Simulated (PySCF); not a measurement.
Species: C₆H₁₂FO (doublet state).
Z-matrix (Å and degrees, GFN2-xTB geometry), rows numbered from 1:
```
C 
O   1  1.4025
C   2  1.4268  1  113.50
C   3  1.5371  2  105.53  1   172.73
C   3  1.4838  2  112.06  1   -65.90
C   5  1.4772  3  123.24  2   134.47
C   6  1.5423  5  112.85  3    95.50
F   7  1.3701  6  110.58  5    65.08
H   1  1.0967  2  111.54  3    60.69
H   1  1.0985  2  111.15  3   -60.66
H   1  1.0880  2  106.53  3  -179.77
H   3  1.1054  2  108.84  1    55.57
H   4  1.0857  3  109.27  2    63.19
H   4  1.0860  3  110.45  2  -176.39
H   4  1.0864  3  109.25  2   -55.75
H   5  1.0769  3  117.41  2   -52.74
H   6  1.0944  5  110.19  3  -145.10
H   6  1.0926  5  110.84  3   -24.22
H   7  1.0943  6  111.41  5   -53.61
H   7  1.0954  6  110.82  5  -176.85
```

The hyperfine couplings belong to this conformer and change with its torsions.

As a line formula: `CO[C@@H](C)[CH]CCF` [radical].

Theory: UKS B3LYP, pcH-1 on C F H O, non-relativistic, mean-field spin-orbit, GIAO (PySCF). One conformer (not necessarily the lowest) at the GFN2-xTB geometry, without solvent, vibrations or thermal averaging. The geometry wasn't refined by DFT: couplings that depend on bond lengths, twists or pyramidal angles can differ widely from those at the functional's own minimum. No stability test was run, so a lower SCF solution isn't excluded.

(1) The isotropic 13C couplings are +92.7, +83.2, +54.3, -33.5, -29.3, +4.3 MHz. Assign them to C1; C3; C4; C5; C6; C7.

## Answers

(1) 
```
site  a_iso (MHz)  ρ(0) (bohr⁻³)                 position  distance from C5 (Å)  spin population  largest |T| (MHz)
  C1         +4.3        +0.0039          3 bonds from C5                  2.93            +0.01                1.9
  C3        -29.3        -0.0260           1 bond from C5                  1.48            -0.06                3.0
  C4        +54.3        +0.0483          2 bonds from C5                  2.50            +0.03                8.6
  C5        +92.7        +0.0825  largest spin population                  0.00            +1.03              159.6
  C6        -33.5        -0.0298           1 bond from C5                  1.48            -0.08                2.2
  C7        +83.2        +0.0740          2 bonds from C5                  2.52            +0.05               12.8
```

ρ(0) is the spin density at the nucleus and T the dipolar tensor; entries for several nuclei are means. The largest Mulliken spin populations are on C5 (+1.03), C6 (-0.08) and C3 (-0.06). C5 is the only atom above +0.15. The positive populations add up to 1.19 and the negative ones to -0.19, together 2S = 1. The angles at C5 add up to 359.6°, so it is planar; its axial dipolar tensor and the negative coupling of its proton fit spin in a p orbital normal to that plane.

Means are taken over nuclei equivalent by connectivity, which assumes that they swap fast. The three 1H nuclei of mean +8.2 MHz run from -2.8 to 25.4 MHz in the frozen geometry.

The run took 1.8 min of wall time (grids of density and orbitals included) on an Arm Neoverse V2 with one thread (shared host), and the process peaked at 1.1 GiB of memory.
